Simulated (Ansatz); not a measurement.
Input file for Ansatz (a first-principles code): R-wB97X-V/def2-TZVPP on C4H4BrF (SMILES FC=C=CCBr).

Ansatz 0.2 input:
```yaml
crystal:
  periodic: [false, false, false]
  atoms:
    - {symbol: F, position_ang: [2.77702635, -0.24627234, 1.18798588]}
    - {symbol: C, position_ang: [2.11242657, 0.16280231, 0.08166287]}
    - {symbol: C, position_ang: [0.88484481, -0.18366659, -0.16037663]}
    - {symbol: C, position_ang: [-0.34840974, -0.49975198, -0.43955950]}
    - {symbol: C, position_ang: [-1.51758863, 0.31625544, -0.01324080]}
    - {symbol: Br, position_ang: [-2.66358825, -0.71510982, 1.23563360]}
    - {symbol: H, position_ang: [2.71774594, 0.79374823, -0.55566373]}
    - {symbol: H, position_ang: [-0.56378272, -1.39955590, -1.00966442]}
    - {symbol: H, position_ang: [-2.17361116, 0.55704882, -0.84515718]}
    - {symbol: H, position_ang: [-1.22506321, 1.21450184, 0.51837993]}
basis:
  gaussian:
    orbitals: def2-TZVPP
hamiltonian:
  xc: {name: wB97X-V}
scf: {lower_state_search: off}
```

Task: What total energy does the run end on?

Result: -2828.5404 hartree.

Task: How many basis functions does it have, and what does it roughly cost on one machine?

Result: 259 functions; very roughly 18 core-seconds.
